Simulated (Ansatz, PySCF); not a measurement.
C7H5N, charge -1, doublet (typed; the unrestricted solution is spin-contaminated), at a GFN2-xTB geometry (a state made from the parent by changing its charge; the spin is typed, not shown lowest) (in this run its highest filled SCF level lies above zero, so its values depend strongly on the basis, on diffuse functions most of all). Base run: CCSD(T)/STO-3G in PySCF.

Here is a job for PySCF.
```python
from pyscf import gto, scf, cc

mol = gto.Mole()
mol.atom = '''
    N     3.144770    0.559628    0.021020
    C     1.988361    0.353839    0.013291
    C     0.639637    0.113827    0.004275
    C    -0.316437    1.183381    0.092675
    C    -1.655097    0.929425    0.082524
    C    -2.153095   -0.383154   -0.014392
    C    -1.231655   -1.443138   -0.101819
    C     0.112449   -1.219682   -0.094038
    H     0.055633    2.200508    0.167871
    H    -2.360355    1.755367    0.150559
    H    -3.219392   -0.572907   -0.021519
    H    -1.607749   -2.461512   -0.177083
    H     0.813498   -2.045841   -0.162061
'''
mol.basis = 'sto-3g'
mol.charge = -1
mol.spin = 1
mol.verbose = 4
mol.build()

mf = scf.UHF(mol)
mf.kernel()

mycc = cc.CCSD(mf)
mycc.kernel()
et = mycc.ccsd_t()
print('E(CCSD(T)) = %.10f' % (mycc.e_tot + et))
```

The same geometry, method and basis name were run in Ansatz (a first-principles code) and PySCF, at each program's defaults and at the settings that a row names. The base is PySCF at its defaults. Differences at the defaults can come from grids, fitting, cores and function types together.

```tsv
code and settings	ΔE vs base (mEh)	basis functions	E (Eh)	SCF cycles
PySCF, defaults (exact integrals, spherical functions, all electrons correlated)	0.000	45	-318.82982	22
Ansatz, defaults (factorised integrals, spherical functions, frozen core)	3.090	45	-318.82673	-
PySCF, frozen core	3.055	45	-318.82677	22
Ansatz, high accuracy, frozen core	3.055	45	-318.82677	-
```

Open shells are given as the SCF converged; they aren't shown to be the lowest states, and a large step between rows can be another state.
